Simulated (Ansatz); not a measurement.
Cost and result up the ladder for Cu4H5 (the lowest doublet isomer of a short search) (9 atoms). Total charge 0; doublet. Geometry: r2SCAN-D4/def2-SVP.

```xyz
9

Cu   -1.465    0.741    0.024
Cu    0.085    0.116    1.636
Cu    1.491   -0.686   -0.028
Cu   -0.059   -0.063   -1.640
H     1.624   -0.474    1.601
H    -1.333    0.956    1.653
H    -0.346   -0.716    0.054
H     1.480   -0.650   -1.675
H    -1.479    0.776   -1.624
```

Ansatz on 4 threads of Arm Neoverse V1 on a shared host. Times are rough, and most runs start from the orbitals of an earlier one. PBE0-D4/def2-TZVP serves as the yardstick here, not as an exact answer. Differences are given only for rows in sets of like size (and for xTB, whose basis is part of the method), since another set adds its own error. Binding counts from free atoms at the same level (Cu doublet, H doublet; other spins of the atoms weren't run), without zero-point energy or a counterpoise term.

LC-ωPBE has ω = 0.4 bohr⁻¹. Correlated methods freeze 36 core orbitals. The rows differ in basis, and correlated rows in double-zeta sets carry the largest basis error. No other spin state of charge 0 was run. The structure comes from a short search, and lower isomers may exist.

Correlated methods converge slowly with the basis, most of all in double-zeta sets.

```tsv
level	functions	wall time
LDA (SPW92)/def2-TZVP	210	3.7 s
PBE-D4/def2-SVP	149	5.5 s
PBE0-D4/def2-SVP	149	8.5 s
PBE-D4/def2-TZVP (with forces)	210	9 s
LC-ωPBE/def2-TZVP	210	12 s
MP2/def2-TZVP	210	14 s
PBE0-D4/def2-TZVP	210	15 s
r2SCAN-D4/def2-TZVP	210	22 s
CCSD(T)/def2-SVP	149	2.3 min
```

(1) Estimate what each level gives for the binding energy per atom (eV).

Results:

(1) 
| level | binding energy per atom (eV) | difference from PBE0-D4/def2-TZVP (eV) |
| --- | --- | --- |
| LDA (SPW92)/def2-TZVP | 2.60 | 0.55 |
| PBE-D4/def2-SVP | 2.42 | – |
| PBE0-D4/def2-SVP | 2.22 | – |
| PBE-D4/def2-TZVP (with forces) | 2.18 | 0.13 |
| LC-ωPBE/def2-TZVP | 2.12 | 0.07 |
| MP2/def2-TZVP | 2.02 | -0.03 |
| PBE0-D4/def2-TZVP | 2.05 | 0.00 |
| r2SCAN-D4/def2-TZVP | 2.27 | 0.23 |
| CCSD(T)/def2-SVP | 2.07 | – |
